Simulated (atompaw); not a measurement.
Ranking PAW (atompaw) potentials for silver

All share these settings but for the change named:

| Item | Value |
| --- | --- |
| Element | silver (Ag) |
| Generator | atompaw 4.2.0.5 |
| Type | PAW |
| Functional | PBEsol |
| Relativity | scalar-relativistic |
| Frozen core | [Kr] |
| Valence charge | 11 |
| Reference configuration | 4d10 5s0 5p1 |
| Partial waves | 5s (bound, empty): rc 2.70 bohr; 5s channel at 3.05 Ry: rc 2.70 bohr; 5p (bound): rc 2.70 bohr; 5p channel at 3.3 Ry: rc 2.70 bohr; 4d (bound): rc 2.70 bohr; 4d channel at -0.4 Ry: rc 2.70 bohr |
| Local potential | ultrasoft scheme with l = 3 at 1 Ry, radius 2.50 bohr |
| Core correction | smooth core density matched at 1.95 bohr |
| Augmentation charge | besselshape compensation charge, radius 2.10 bohr; PAW radius 2.70 bohr; waves and projectors: custom rrkj gramschmidtortho |

Cutoff: the first of the cutoffs (Ry, on a coarse ladder) from which the occupation-weighted sum of valence levels, in a spherical-Bessel basis at the reference potential, stays within 10 and 1 mRy of its value at 400 Ry; the density cutoff is not measured.

The base gives 15 Ry.

Of 8 variants that were run, those that failed, showed a ghost or another fault, or gave nearly equal values are left out.

(1) Rank these variants from softest to hardest (loose cutoff).
A. all radii scaled by about 1.17 (s 3.16, p 3.16, d 3.16 bohr); local potential ultrasoft scheme with l = 3 at 1 Ry, radius 2.92 bohr; augmentation besselshape compensation charge, radius 2.46 bohr; PAW radius 3.16 bohr; waves and projectors: custom rrkj gramschmidtortho; core correction smooth core density matched at 2.28 bohr
B. all radii scaled by about 0.82 (s 2.22, p 2.22, d 2.22 bohr); local potential ultrasoft scheme with l = 3 at 1 Ry, radius 2.06 bohr; augmentation besselshape compensation charge, radius 1.72 bohr; PAW radius 2.22 bohr; waves and projectors: custom rrkj gramschmidtortho; core correction smooth core density matched at 1.60 bohr
C. all radii scaled by about 1.10 (s 2.96, p 2.96, d 2.96 bohr); local potential ultrasoft scheme with l = 3 at 1 Ry, radius 2.74 bohr; augmentation besselshape compensation charge, radius 2.30 bohr; PAW radius 2.96 bohr; waves and projectors: custom rrkj gramschmidtortho; core correction smooth core density matched at 2.14 bohr
D. all radii scaled by about 0.95 (s 2.56, p 2.56, d 2.56 bohr); local potential ultrasoft scheme with l = 3 at 1 Ry, radius 2.38 bohr; augmentation besselshape compensation charge, radius 2.00 bohr; PAW radius 2.56 bohr; waves and projectors: custom rrkj gramschmidtortho; core correction smooth core density matched at 1.86 bohr
E. all radii scaled by about 1.29 (s 3.48, p 3.48, d 3.48 bohr); local potential ultrasoft scheme with l = 3 at 1 Ry, radius 3.22 bohr; augmentation besselshape compensation charge, radius 2.70 bohr; PAW radius 3.48 bohr; waves and projectors: custom rrkj gramschmidtortho; core correction smooth core density matched at 2.52 bohr

Answers

(1) E (8 Ry), A (10 Ry), C (12 Ry), D (18 Ry), B (21 Ry).
